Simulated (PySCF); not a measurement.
Correlation energy of I³⁺ (iodine, charge +3)

[Kr] 4d10 5s2 5p2, high-spin 3P determinant. Computed with PySCF 2.14 in ANO-RCC-VTZP (7s6p4d2f1g, 68 functions), with the spin-free X2C one-electron Hamiltonian (Gaussian nucleus). Frozen: [Ar] 3d10; 22 electrons correlated.

MP2 pair energies summed by pair of shells (mhartree):

```
 pair   energy  share (%)
4d-4d  -317.38       49.1
4p-4d   -84.13       13.0
4d-5s   -77.23       12.0
4d-5p   -48.25        7.5
5s-5p   -30.40        4.7
4p-4p   -27.91        4.3
4s-4d   -17.95        2.8
5s-5s   -12.90        2.0
4p-5s    -8.83        1.4
4s-4p    -8.72        1.4
5p-5p    -4.69        0.7
4p-5p    -4.26        0.7
4s-4s    -2.18        0.3
4s-5s    -0.51        0.1
4s-5p    -0.48        0.1
```

Total MP2 correlation energy: -645.82 mhartree.

Same-spin part -232.56 and opposite-spin part -413.25 mhartree; SCS-MP2 scales them by 1/3 and 6/5 to -573.43 mhartree.
